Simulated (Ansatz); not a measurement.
Consider the formal exchange of groups at a Te–C bond: `FC(S)[TeH]` + GeH₄ → `[GeH3][TeH]` + `FCS`.

Calculated with Ansatz (gas phase, PBE0-D4/def2-TZVP geometries, no zero-point term in ΔE). CCSD(T)/CBS adds triple-zeta CCSD(T) − MP2 to the extrapolated MP2 energy (def2 sets, frozen cores). DFT in def2-TZVPP. HSE06 is defined as in plane-wave codes. def2 core potentials past Kr. For Ge, Te outer-core shells are correlated without core-valence functions, which leaves a few kJ/mol of doubt a bond. Scalar relativity is left out up to krypton. Each species was taken in one conformer, which may not be the lowest.

```tsv
species	HSE06 energy (Eh)
`FC(S)[TeH]`	-805.73033
GeH₄	-2079.11893
`[GeH3][TeH]`	-2347.18374
`FCS`	-537.71109
```

(1) Work out ΔE.

Largest T1 diagnostic among the species: 0.012.

Answers

(1) ΔE = (-2347.18374) + (-537.71109) − (-805.73033) − (-2079.11893) = -0.04557 Eh = -28.6 kcal/mol. CCSD(T)/CBS gives -26.2 kcal/mol.

From PBE to PBE0 (25 % exact exchange), in def2-TZVPP and without D4, ΔE moves by −2.0 kcal/mol. The D4 term adds +1.3 kcal/mol with B3LYP and +0.6 kcal/mol with PBE0; it sums over pairs of atoms, weighted by their polarisabilities, and B3LYP, whose exchange is more repulsive, gets the larger term. At CCSD(T), def2-SVP lies −1.5 kcal/mol from the extrapolated value and def2-TZVPP −0.1 kcal/mol.

B3LYP here is the variant with VWN-RPA as its local correlation; programs differ in this.
